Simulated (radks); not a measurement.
Computed order of ionisation of mercury. At each step one electron was removed from each of the four highest sub-shells of the ion before, moves of one valence electron (up to charge 6) and the configuration listed by NIST were tried, and the lowest configuration was kept. All-electron calculation, scalar-relativistic Kohn-Sham, PBE, spin-polarised, spherical densities, finite nucleus; Fermi nuclear charge, rms radius of each element as measured or else 0.836 A^(1/3) + 0.57 fm. Program: a radial shooting solver on a logarithmic mesh with Libxc functionals. Open shells are filled with parallel spins first.

species,lowest configuration found,NIST configuration,margin to the next tried (eV),IE (eV),NIST IE (eV),kind
Hg,[Hg],same,5.460,10.474,10.438,exp.
Hg+,[Xe] 4f14 5d10 6s1,same,4.881,19.172,18.757,exp.
Hg2+,[Xe] 4f14 5d10,same,5.552,35.347,34.49,exp.
Hg3+,[Xe] 4f14 5d9,same,7.856,49.159,48.6,exp.
Hg4+,[Xe] 4f14 5d8,same,10.276,63.846,61.2,exp.
Hg5+,[Xe] 4f14 5d7,same,12.758,79.269,76.6,exp.
Hg6+,[Xe] 4f14 5d6,same,15.254,95.311,93,exp.
Hg7+,[Xe] 4f14 5d5,same,63.346,117.25,114,theory
Hg8+,[Xe] 4f14 5d4,same,59.361,135.13,134,theory
Hg9+,[Xe] 4f14 5d3,same,61.402,153.51,153,theory
Hg10+,[Xe] 4f14 5d2,same,63.575,172.33,173,theory
Hg11+,[Xe] 4f14 5d1,same,65.899,191.54,193,semi-emp.
Hg12+,[Xe] 4f14,same,68.404,282.18,277,semi-emp.
Hg13+,[Kr] 4d10 4f14 5s2 5p5,same,52.855,304.89,307,theory

Reference values: NIST Atomic Spectra Database (exp. = measured, semi-emp. = semi-empirical, theory = theoretical value adopted there). Open shells are spherical and high-spin; term and fine-structure splittings are not resolved. Spin-orbit splitting is averaged out at the scalar-relativistic level.
